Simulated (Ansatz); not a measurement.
```xyz
9

C     0.560    0.252    0.910
C     0.310    1.147   -0.072
Si   -0.634   -0.203   -0.882
N    -0.178   -0.926    0.674
H     1.183    0.350    1.798
H     0.618    2.176   -0.130
H    -2.098   -0.105   -1.117
H    -0.014   -0.878   -2.053
H     0.255   -1.814    0.873
```

The species carries charge 0 and has multiplicity 1.

Question: List the ωB97M-V/def2-TZVPP orbital energies in eV (the Gaussian-basis code of Ansatz). (Estimate.)

Answer: Ansatz gave: Occupied: -1807.20, -394.32, -282.83, -280.70, -148.20, -102.35, -102.30, -102.29, -28.35, -22.90, -19.01, -17.59, -15.77, -14.36, -13.48, -12.50, -11.22, -10.78, -8.47. Lowest empty: 1.71, 2.21, 2.85, 3.25, 3.92, 4.05, 4.64, 5.50.
